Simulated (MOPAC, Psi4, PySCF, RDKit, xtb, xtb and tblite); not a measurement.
Two geometries of C2H9BO3Si, SMILES COC[SiH2]B(O)O, relaxed at GFN2-xTB with one dihedral held; other torsions can differ between them too.

Structure A

```
16

C     -2.2374    -0.8543     0.9397
O     -1.0515    -0.6419     0.2224
C     -1.0098     0.6121    -0.4366
Si     0.7281     0.7105    -1.2720
B      0.5645     0.2618    -3.1960
O      1.2501     0.9965    -4.0953
O     -0.2012    -0.7503    -3.6984
H     -2.3713    -0.0915     1.7175
H     -2.1577    -1.8359     1.4040
H     -3.1142    -0.8325     0.2778
H     -1.1560     1.4161     0.2967
H     -1.8431     0.6846    -1.1526
H      1.2276     2.0709    -1.0044
H      1.5645    -0.1934    -0.4689
H      1.1291     0.7290    -5.0104
H     -0.6797    -1.2863    -3.0680
```

Structure B

```
16

C     -2.2112    -0.8408     1.0149
O     -1.0117    -0.6248     0.3184
C     -1.0156     0.5699    -0.4577
Si     0.7128     0.7126    -1.3116
B      1.5835    -1.0649    -1.3491
O      2.7117    -1.2022    -2.0841
O      1.1399    -2.1568    -0.6778
H     -2.4146    -0.0196     1.7126
H     -2.0973    -1.7700     1.5716
H     -3.0582    -0.9293     0.3228
H     -1.2273     1.4269     0.1921
H     -1.8327     0.5197    -1.1898
H      0.4359     1.3729    -2.6006
H      1.4365     1.7444    -0.5418
H      3.1000    -2.0804    -2.0555
H      0.3406    -2.0120    -0.1636
```

Task: Which is lower in energy at the level B3LYP-D3(BJ)/def2-SVP // GFN2-xTB run with Psi4 1.11, and by how much?

Result: B is lower, by 7.38 kcal/mol (dihedral O2–C3–Si4–B5: 100° in A, 20° in B).

E(B) − E(A) in kcal/mol at the other levels, on the same two geometries: GFN2-xTB (xtb and tblite) -4.43; B3LYP/def2-SVP // GFN2-xTB (Psi4) -6.89; PBE/def2-SVP // GFN2-xTB (Psi4) -6.94; PBE-D3(BJ)/def2-SVP // GFN2-xTB (Psi4) -7.23; UFF // GFN2-xTB (RDKit) 11.14; PM3, restricted, heats of formation // GFN2-xTB (MOPAC) 1.33; AM1, restricted, heats of formation // GFN2-xTB (MOPAC) -1.36; GFN1-xTB // GFN2-xTB (xtb) -3.44; restricted B3LYP/6-31G*, spherical d, density fitting // GFN2-xTB (PySCF) -6.43; restricted Hartree-Fock/6-31G*, spherical d, density fitting // GFN2-xTB (PySCF) -5.60; restricted M06-2X/6-31G*, spherical d, density fitting // GFN2-xTB (PySCF) -6.82; restricted B3LYP/LANL2DZ, with its core potentials past Ne // GFN2-xTB (PySCF) -8.37.
